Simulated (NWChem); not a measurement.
BBrF2; SMILES FB(F)Br

All runs: NWChem. Structure relaxed at the PBE0/def2-SVP level. B3LYP is NWChem's, with the RPA form of VWN correlation. Vertical excitations in the gas phase; the lowest state need not have the same character in each row.

### Question
Among these, which level gives the highest value of “lowest excitation, singlet (eV)”?
A) CAM-B3LYP/def2-SVP, TDA
B) B3LYP/def2-SVP, TDA
C) LDA (Slater exchange, VWN5)/def2-SVP, TDA
D) PBE/def2-SVP, TDA

### Answer
A, CAM-B3LYP/def2-SVP, TDA. Values: LDA (Slater exchange, VWN5)/def2-SVP, TDA 6.25; PBE/def2-SVP, TDA 6.37; B3LYP/def2-SVP, TDA 6.86; CAM-B3LYP/def2-SVP, TDA 7.25
